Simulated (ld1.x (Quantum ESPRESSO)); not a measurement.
Before and after: ultrasoft potential for O (Z = 8)

```
Element                 : O
Generator               : ld1.x (Quantum ESPRESSO) 7.5
Type                    : ultrasoft
Functional              : PBE
Relativity              : non-relativistic
Frozen core             : [He]
Valence charge          : 6
Reference configuration : 2s2 2p4
Partial waves           : 2s (bound): rcut 0.55, rcutus 0.75 bohr; 2s channel at 1.35 Ry: rcut 0.55, rcutus 0.75 bohr; 2p (bound): rcut 1.65, rcutus 1.90 bohr; 2p channel at -0.25 Ry: rcut 1.65, rcutus 1.90 bohr
Local potential         : all-electron potential smoothed inside 1.00 bohr (lloc = -1)
Core correction         : a·sin(br)/r model core inside 0.70 bohr
Augmentation charge     : PSQ, radius 0.65 bohr
```

Change: all radii but the core radius scaled by about 1.30 (s 0.98, p 2.46 bohr, rcut 0.72/2.14); local potential all-electron potential smoothed inside 1.30 bohr (lloc = -1); augmentation PSQ, radius 0.84 bohr.

Cutoffs: the cutoffs (Ry, on a coarse ladder) from which the occupation-weighted sum of valence levels, in a spherical-Bessel basis at the reference potential, stays within 10 and 1 mRy of its value at 400 Ry; they do not see the model core or the augmentation charge, which bear on the density cutoff. Errors are all-electron minus pseudo energies relative to the spin-unpolarised reference configuration.

Q: Predict the effect on cutoff, ghosts and configuration errors.

A: The potential gets softer (55 Ry and 80 Ry → 18 Ry and 30 Ry); the number of tests that count goes from 7 to 6; of the 6 tests that both files solve, the error grows in 4 and shrinks in 2 by more than 15 % and 0.3 meV (median size 7.7 → 31.6 meV); neither file shows a bound ghost at the reference potential, the only one tested. A larger radius leaves more room for a smooth pseudo-wave, so fewer plane waves are needed.

| quantity | base | changed |
| --- | --- | --- |
| cutoff, loose | 55 Ry | 18 Ry |
| cutoff, tight | 80 Ry | 30 Ry |
| loose cutoff by channel (10 mRy a level) | s 45 Ry, p 15 Ry | s 18 Ry, p 8 Ry |
| bound ghosts | none | none |
| tests counted (converged, no solver errors) | 7 of 7 | 6 of 7 |
| error for 2s2 2p3, meV [ΔE 16.44 eV] | -3.4 | -54 |
| error for 2s2 2p2, meV [ΔE 50.03 eV] | -16 | -252 |
| error for 2s1 2p5, meV [ΔE 14.90 eV] | +12 | +2.2 |
| error for 2s2 2p4.3, meV [ΔE -2.12 eV] | -0.1 | -1.9 |
| error for 2s0 2p6, meV [ΔE 29.83 eV] | +50 | +9.0 |
| error for 2s1 2p4, meV [ΔE 31.61 eV] | +2.0 | -58 |
| lowest overlap eigenvalue by channel | s 0.54, p 1.00 | s 0.52, p 0.30 |

Changed file: Tests not counted: 2s2 2p1 (solver errors, printed error -11.7 eV).
